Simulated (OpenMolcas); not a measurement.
**Multiconfigurational calculation on F4+**

Input:

```
&GATEWAY
Coord
1

F 0.0 0.0 0.0
Basis=ANO-L-VTZP
Group=XYZ
NoMove
AngMom=0.0 0.0 0.0
AMFI
&SEWARD
* reference wave functions (RASSCF and RASSI steps not shown): 3 electrons in 4 orbitals (2s 2p)
>>> COPY JOB001 $Project.JobIph
&CASPT2
Multistate=1 1
Frozen=0 0
IPEA=0.25
Imaginary=0.1
MaxIter=60
WThr=0.0 0.3 0.05
PrWF=0.5
NoMix
>>> COPY JOB002 $Project.JobIph
&CASPT2
Multistate=8 1 2 3 4 5 6 7 8
Frozen=0 0
IPEA=0.25
Imaginary=0.1
MaxIter=60
WThr=0.0 0.3 0.05
PrWF=0.5
NoMix
>>> COPY JOB003 $Project.JobIph
&CASPT2
Multistate=3 1 2 3
Frozen=0 0
IPEA=0.25
Imaginary=0.1
MaxIter=60
WThr=0.0 0.3 0.05
PrWF=0.5
NoMix
...
```

Output, cut to the results:

```
--- CASPT2 ---
Orbital specifications:
      -----------------------

      Symmetry species                           1   2
                                                ag  au
      Frozen orbitals                            0   0
      Inactive orbitals                          1   0
      Active orbitals                            1   3
      Secondary orbitals                        12  13
      Deleted orbitals                           0   0
      Number of basis functions                 14  16
Type of calculation                        SS-CASPT2
      Fock operator                              state-specific
      IPEA shift                                 0.25
      Real shift                                 0.00
      Imaginary shift                            0.10
      The input orbitals will be transformed to quasi-canonical
Reference energy:         -90.9463934880
      E2 (Non-variational):      -0.0289326763
      Shift correction:          -0.0000033867
      E2 (Variational):          -0.0289360629
      Total energy:             -90.9753295509
      Residual norm:              0.0000008863
      Reference weight:           0.99721
      Contributions to the CASPT2 correlation energy
      Active & Virtual Only:         -0.0216694551
      One Inactive Excited:          -0.0056674761
      Two Inactive Excited:          -0.0015957450
::    CASPT2 Root  1     Total energy:    -90.97532955
--- CASPT2 ---
Orbital specifications:
      -----------------------

      Symmetry species                           1   2
                                                ag  au
      Frozen orbitals                            0   0
      Inactive orbitals                          1   0
      Active orbitals                            1   3
      Secondary orbitals                        12  13
      Deleted orbitals                           0   0
      Number of basis functions                 14  16
Type of calculation                        MS-CASPT2
      Fock operator                              state-specific
      IPEA shift                                 0.25
      Real shift                                 0.00
      Imaginary shift                            0.10
      The input orbitals will be transformed to quasi-canonical
Reference energy:         -92.1833875031
      E2 (Non-variational):      -0.0397903845
      Shift correction:          -0.0000106557
      E2 (Variational):          -0.0398010402
      Total energy:             -92.2231885432
      Residual norm:              0.0000000802
      Reference weight:           0.99419
      Contributions to the CASPT2 correlation energy
      Active & Virtual Only:         -0.0360006403
      One Inactive Excited:          -0.0027442568
      Two Inactive Excited:          -0.0010454874
Reference energy:         -92.1833875031
      E2 (Non-variational):      -0.0397903834
      Shift correction:          -0.0000106556
      E2 (Variational):          -0.0398010391
      Total energy:             -92.2231885421
      Residual norm:              0.0000000802
      Reference weight:           0.99419
      Contributions to the CASPT2 correlation energy
      Active & Virtual Only:         -0.0360006392
      One Inactive Excited:          -0.0027442568
      Two Inactive Excited:          -0.0010454874
::    CASPT2 Root  1     Total energy:    -92.22318854
::    CASPT2 Root  2     Total energy:    -92.22318854
::    CASPT2 Root  3     Total energy:    -92.22318854
::    CASPT2 Root  4     Total energy:    -90.82536055
::    CASPT2 Root  5     Total energy:    -90.82531210
::    CASPT2 Root  6     Total energy:    -90.82515848
::    CASPT2 Root  7     Total energy:    -90.82507698
::    CASPT2 Root  8     Total energy:    -90.82485152
::    MS-CASPT2 Root  1     Total energy:    -92.22318855
::    MS-CASPT2 Root  2     Total energy:    -92.22318854
::    MS-CASPT2 Root  3     Total energy:    -92.22318854
::    MS-CASPT2 Root  4     Total energy:    -90.82585378
::    MS-CASPT2 Root  5     Total energy:    -90.82527278
::    MS-CASPT2 Root  6     Total energy:    -90.82509889
::    MS-CASPT2 Root  7     Total energy:    -90.82504954
::    MS-CASPT2 Root  8     Total energy:    -90.82448465
--- CASPT2 ---
Orbital specifications:
      -----------------------

      Symmetry species                           1   2
                                                ag  au
      Frozen orbitals                            0   0
      Inactive orbitals                          1   0
      Active orbitals                            1   3
      Secondary orbitals                        12  13
      Deleted orbitals                           0   0
      Number of basis functions                 14  16
Type of calculation                        MS-CASPT2
      Fock operator                              state-specific
      IPEA shift                                 0.25
      Real shift                                 0.00
      Imaginary shift                            0.10
      The input orbitals will be transformed to quasi-canonical
Reference energy:         -91.8243105463
      E2 (Non-variational):      -0.0182344490
      Shift correction:          -0.0000032167
      E2 (Variational):          -0.0182376657
      Total energy:             -91.8425482120
      Residual norm:              0.0000009472
      Reference weight:           0.99788
      Contributions to the CASPT2 correlation energy
      Active & Virtual Only:         -0.0144369395
      One Inactive Excited:          -0.0026374576
      Two Inactive Excited:          -0.0011600518
Reference energy:         -91.8243105463
      E2 (Non-variational):      -0.0182344490
      Shift correction:          -0.0000032167
      E2 (Variational):          -0.0182376657
      Total energy:             -91.8425482120
      Residual norm:              0.0000009472
      Reference weight:           0.99788
      Contributions to the CASPT2 correlation energy
...
```

Levels above the lowest, from the spin-orbit matrix with the single-state CASPT2 energies, averaged by term, on its diagonal:

| Configuration | Term | J | E (cm⁻¹) | Measured (cm⁻¹) | g | Term weight % |
| --- | --- | --- | --- | --- | --- | --- |
| 2s² 2p | ²P° | 1/2 | 0.0 | 0.0 | 0.666 | 100 |
| 2s² 2p | ²P° | 3/2 | 699 | 746 | 1.334 | 100 |
| 2s 2p² | ⁴P | 1/2 | 83590 |  | 2.671 | 100 |
| 2s 2p² | ⁴P | 3/2 | 83840 |  | 1.735 | 100 |
| 2s 2p² | ⁴P | 5/2 | 84260 |  | 1.601 | 100 |
| 2s 2p² | ²D | 3/2 | 152920 | 152898 | 0.800 | 100 |
| 2s 2p² | ²D | 5/2 | 152930 | 152876 | 1.200 | 100 |
| 2s 2p² | ²S | 1/2 | 198530 | 197565 | 2.002 | 100 |
| 2s 2p² | ²P | 1/2 | 216560 | 214881 | 0.667 | 100 |
| 2s 2p² | ²P | 3/2 | 217040 | 215348 | 1.334 | 100 |
| 2p³ | ⁴S° | 3/2 | 274340 |  | 2.002 | 100 |

Against the 6 measured excited levels shown (Moore, Atomic Energy Levels, vol. I, NSRDS-NBS 35 (1971 reprint of NBS Circular 467, 1949)) the mean absolute deviation is 740 cm-1; the largest miss in energy is 2s 2p² ²P_3/2: computed 217040, measured 215348 cm⁻¹ (+0.8 %), and the largest in proportion 2s² 2p ²P°_3/2 (-6.3 %).

Computed and measured levels are paired by configuration, term and J; levels that our copy of the source lacks, or whose pairing is in doubt (as where it misses far off the trend of its configuration), stay unpaired and out of the deviations. Levels of configurations outside the active space are missing. The first state left out of the spin-orbit step lies near 360000 cm-1 above the lowest spin-free state of the reference (among the parities and spins computed), and the list stops at four fifths of that energy or lower.

The term weight is that of the spin-free term in the level, not the purity of its configuration. ° marks odd parity.
